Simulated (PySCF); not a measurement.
Isomers of C4H11BO2, from PBE0-D3(BJ)/def2-SVP geometry optimisation, gas phase in PySCF. One conformer each, no zero-point energy, no frequencies.

Question: Which isomer lies lower at this level?
A. `[CH3:1][C:2]([CH3:3])([CH3:4])[B:5]([OH:6])[OH:7]` with C2–B5–O6–H 0°, C2–B5–O7–H 180°: A = 3177, B = 2170, C = 1797 MHz, dipole 1.24 D
B. `[CH3:1][CH2:2][B:3]([O:4][CH3:5])[O:6][CH3:7]` with C1–C2–B3–O4 179°, C2–B3–O4–C5 0°, C2–B3–O6–C7 -179°: A = 2622, B = 2311, C = 1267 MHz, dipole 1.45 D

Answer: A. That is `CC(C)(C)B(O)O`, 23.6 kcal/mol below the other.

```csv
SMILES,mapped SMILES,E (Eh),relative (kcal/mol),relative (kJ/mol),dipole (D)
CC(C)(C)B(O)O,[CH3:1][C:2]([CH3:3])([CH3:4])[B:5]([OH:6])[OH:7],-333.84891,0.0,0.0,1.24
CCB(OC)OC,[CH3:1][CH2:2][B:3]([O:4][CH3:5])[O:6][CH3:7],-333.81126,23.6,98.8,1.45
```

As drawn, the lower has an O–H bond, which the higher lacks.
